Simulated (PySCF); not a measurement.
CH6O2Si2, SMILES O=CO[SiH2][SiH3]. Atoms are numbered in the order given.

```xyz
11

O      1.0724    -0.0158    -1.5213
C      1.8075     0.1131    -0.5805
O      1.4343     0.1662     0.6890
Si    -0.2082     0.0554     1.2233
Si    -1.7141    -0.1706    -0.5568
H      2.9099     0.2047    -0.6723
H     -0.4342     1.2985     2.0150
H     -0.2310    -1.1142     2.1481
H     -1.4825    -1.4403    -1.3006
H     -1.6722     1.0195    -1.4517
H     -3.0762    -0.2370     0.0712
```
Charge 0, spin multiplicity 1.

Geometry: PBE0-D3(BJ)/def2-SVP. This is a generated structure with no PubChem entry under its InChIKey; it may be hypothetical. The values are those of a single conformer.

Level of theory: PBE/pcSseg-1 in PySCF.

GIAO shieldings, no solvent; atoms alike by connectivity are averaged. δ = σ(ref) − σ: ¹⁷O against H2O (σ = 334.3 ppm); ¹³C against TMS (σ = 182.0 ppm); ²⁹Si against TMS (σ = 335.4 ppm); ¹H against TMS (σ = 31.49 ppm), references at their B3LYP-D3(BJ)/def2-TZVP geometries, non-relativistic.

```json
[
 {"nucleus": "¹⁷O", "atoms": "O1", "count": "1", "δ (ppm)": "451.0"},
 {"nucleus": "¹⁷O", "atoms": "O3", "count": "1", "δ (ppm)": "207.8"},
 {"nucleus": "¹³C", "atoms": "C2", "count": "1", "δ (ppm)": "163.4"},
 {"nucleus": "²⁹Si", "atoms": "Si4", "count": "1", "δ (ppm)": "-21.3"},
 {"nucleus": "²⁹Si", "atoms": "Si5", "count": "1", "δ (ppm)": "-107.1"},
 {"nucleus": "¹H", "atoms": "H6", "count": "1", "δ (ppm)": "8.23"},
 {"nucleus": "¹H", "atoms": "H7, H8", "count": "2", "δ (ppm)": "5.49"},
 {"nucleus": "¹H", "atoms": "H9, H10, H11", "count": "3", "δ (ppm)": "4.16"}
]
```
